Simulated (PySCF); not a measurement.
BF2, SMILES F[B+]F, charge +1. Geometry: PBE-D3(BJ)/def2-TZVP.

These are PBE-D3(BJ)/def2-TZVP run with PySCF values and carry that method's errors.

Harmonic wavenumbers (cm⁻¹): 446, 446, 999, 2030. Rotational constants (GHz): 8.670 (linear); symmetry number 2.

Problem. Work out the zero-point energy and the ideal-gas rigid-rotor harmonic-oscillator thermochemistry at 298.15 K and 1 atm.

Solution. ZPE = ½ Σ hcν = ½ × 3921 cm⁻¹ = 5.60 kcal/mol. H − E(el) = 8.04 kcal/mol. Entropy in cal/(mol K): translation 37.58, rotation 13.67, vibration 1.71, total 52.97. G − E(el) = -7.75 kcal/mol. Cp = 10.08 cal/(mol K).
